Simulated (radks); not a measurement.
The numbers below are computed, except where a source is named.
Task: Isoelectronic series with 55 electrons, all held in the configuration [Xe] 6s1, which need not be the ground one along the series. Code: a radial shooting solver on a logarithmic mesh with Libxc functionals. Model: scalar-relativistic Kohn-Sham, PBEsol, spin-unpolarised, spherical densities, point nucleus. Total energies (hartree) and orbital eigenvalues (hartree):

ion,E (hartree),6s,5p,5s
Cs,-7783.8051,-0.07658,-0.49778,-0.98446
Ba+,-8132.1642,-0.27886,-0.89612,-1.44759
La2+,-8489.3300,-0.53818,-1.36555,-1.98374
Ce3+,-8855.3344,-0.84394,-1.89465,-2.58141
Pr4+,-9230.2187,-1.19153,-2.47854,-3.23572
Nd5+,-9614.0300,-1.57828,-3.11437,-3.94394
Sm7+,-10408.6452,-2.46292,-4.53481,-5.51560
Eu8+,-10819.5640,-2.95874,-5.31708,-6.37700
Gd9+,-11239.6391,-3.48931,-6.14631,-7.28793
Tb10+,-11668.9361,-4.05414,-7.02191,-8.24796
Dy11+,-12107.5237,-4.65288,-7.94342,-9.25683
Ho12+,-12555.4736,-5.28526,-8.91050,-10.31435
Er13+,-13012.8606,-5.95109,-9.92285,-11.42045
Tm14+,-13479.7625,-6.65023,-10.98027,-12.57510
Yb15+,-13956.2603,-7.38260,-12.08257,-13.77834
Lu16+,-14442.4385,-8.14815,-13.22964,-15.03025
Hf17+,-14938.3845,-8.94687,-14.42137,-16.33097

Estimate the row of Pm6+.

Result: E (hartree) -10006.8203; 6s -2.00247; 5p -3.80024; 5s -4.70430.
